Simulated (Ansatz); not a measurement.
Gas-phase electronic energies from Ansatz, PBE0-D4/def2-TZVP geometries. CCSD(T)/CBS adds triple-zeta CCSD(T) − MP2 to the extrapolated MP2 energy (def2 sets, frozen cores). Functionals use def2-TZVPP. HSE06 is defined as in plane-wave codes. One conformer a species, not always the lowest.

Reaction (formal exchange of groups at a B–C bond): `BC[SiH2][SiH3]` + `COC(=N)Cl` → `BOC(=N)Cl` + `CC[SiH2][SiH3]`

| level | ΔE (kJ/mol) | difference from CCSD(T)/CBS |
| --- | --- | --- |
| revPBE-D4 | -122.9 | 9.7 |
| B97M-V | -125.7 | 6.9 |
| HSE06-D4 | -125.4 | 7.2 |
| BHLYP-D4 | -133.5 | -0.9 |
| ωB97X-V | -128.3 | 4.3 |
| ωB97M-V | -129.7 | 2.9 |
| PBE-QIDH | -129.4 | 3.2 |
| PBE0 | -125.7 | 6.9 |
| r2SCANh | -125.3 | 7.3 |
| CAM-B3LYP | -133.7 | -1.1 |
| RPA@PBE/def2-TZVPP | -131.8 | 0.8 |
| HF/def2-TZVPP | -137.3 | -4.7 |
| CCSD/def2-TZVPP | -134.5 | -1.9 |
| SCS-MP2/def2-QZVPP | -134.9 | -2.3 |
| HF/CBS(def2) | -137.7 | -5.1 |
| CCSD/CBS(def2) | -134.0 | -1.4 |
| CCSD(T)/CBS | -132.6 | 0 |

Largest T1 diagnostic among the species: 0.014.

From BLYP to BHLYP (50 % exact exchange), in def2-TZVPP and without D4, ΔE moves by −3.6 kJ/mol. At CCSD(T), def2-SVP lies −14.2 kJ/mol from the extrapolated value and def2-TZVPP −0.5 kJ/mol.

CCSD(T)/CBS has its own doubt, a few kJ/mol and more with outer-core shells, so smaller differences from it don't rank the levels.
